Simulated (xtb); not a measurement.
C2H5BO3, SMILES OB1COCO1. All values are semi-empirical tight-binding results from xtb (GFN2-xTB unless named), good for trends rather than for accurate numbers. Geometry: GFN2-xTB. The structure was generated by enumeration, and PubChem lists no compound with its InChIKey, so it may never have been made. One conformer was computed; it need not be the lowest.

Optimised geometry:

Bonds (Å): O1–B2 1.333, O1–H7 0.958, B2–C3 1.603, B2–O6 1.367, C3–O4 1.433, C3–H8 1.097, C3–H9 1.091, O4–C5 1.401, C5–O6 1.397, C5–H10 1.099, C5–H11 1.105. Angles (°): B2–O1–H7 115.2, O1–B2–C3 128.6, O1–B2–O6 124.5, C3–B2–O6 107.0, B2–C3–O4 101.3, B2–C3–H8 114.0, B2–C3–H9 115.9, O4–C3–H8 109.5, O4–C3–H9 107.7, H8–C3–H9 107.9, C3–O4–C5 109.8, O4–C5–O6 109.9, O4–C5–H10 108.8, O4–C5–H11 110.6, O6–C5–H10 109.8, O6–C5–H11 108.5, H10–C5–H11 109.2, B2–O6–C5 109.8.
Charge 0, spin multiplicity 1.

Q: Estimate the properties. (Estimate from the structure and the level; the computed values follow.)

A: 
```
Property                                              Result
---------------------------------------------  -------------
orbital gap                                          6.15 eV
dipole moment                                         1.96 D
zero-point energy                              50.3 kcal/mol
G − E(el) at 298.15 K (modified RRHO)          31.9 kcal/mol
static polarisability (D4 model)                  48.7 bohr³
solvation energy, GFN2-xTB/ALPB(water)         -5.5 kcal/mol
solvation energy, GFN2-xTB/ALPB(acetonitrile)  -7.2 kcal/mol
```

Computed IR lines (harmonic; lines under 4 % of the strongest left out, lines within 3 cm⁻¹ merged):
ν (cm⁻¹): 602 (s), 844 (w), 914 (m), 955 (w), 1043 (w), 1075 (w), 1084 (w), 1148 (w), 1180 (m), 1184 (s), 1322 (w), 1384 (vs), 2803 (m), 2894 (m), 2972 (w), 3605 (w) (against the strongest line: vs over 80 %, s over 45 %, m over 15 %, w over 4 %, vw less)

Q: Give the atomic charges and the Wiberg bond orders between heavy atoms. (An estimate is asked for; the answer gives what the named calculation found.)

A: charges (e) O1 -0.44, B2 0.45, C3 -0.02, O4 -0.34, C5 0.22, O6 -0.37, H7 0.32, H8 0.04, H9 0.06, H10 0.05, H11 0.03. Bond orders O1–B2 1.23, B2–C3 0.96, C3–O4 0.96, O4–C5 0.99, B2–O6 1.13, C5–O6 0.98.
